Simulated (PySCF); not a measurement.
SMILES c1cccc(c1)-c1ccncc1 (C11H9N), singlet (GFN2-xTB optimised geometry):

```
21

C     -2.981     0.190    -0.005
C     -2.248     1.069    -0.784
C     -0.867     1.014    -0.781
C     -0.198     0.072    -0.003
C      1.270     0.009    -0.003
C      1.944    -1.212     0.000
C      3.328    -1.212     0.000
N      4.060    -0.110     0.000
C      3.425     1.049    -0.002
C      2.046     1.168    -0.004
C     -0.945    -0.810     0.774
C     -2.326    -0.748     0.776
H     -4.060     0.236    -0.005
H     -2.755     1.800    -1.397
H     -0.300     1.692    -1.404
H      1.396    -2.141    -0.017
H      3.884    -2.140    -0.001
H      4.058     1.927     0.001
H      1.580     2.141     0.012
H     -0.438    -1.533     1.397
H     -2.893    -1.433     1.388
```

Calculation: PySCF with B3LYP/def2-SVP.

Question: What are the frontier orbital energies and the dipole moment?

Answer: HOMO-2 -7.31 eV, HOMO-1 -6.87 eV, HOMO -6.84 eV, LUMO -1.32 eV, LUMO+1 -0.54 eV; dipole moment 2.60 D.

Meta-Löwdin charges at B3LYP/def2-SVP: C1 -0.10, C2 -0.10, C3 -0.11, C4 0.01, C5 0.04, C6 -0.13, C7 0.02, N8 -0.25, C9 0.02, C10 -0.13, C11 -0.11, C12 -0.10, H13 0.10, H14 0.10, H15 0.10, H16 0.11, H17 0.10, H18 0.10, H19 0.11, H20 0.10, H21 0.10.
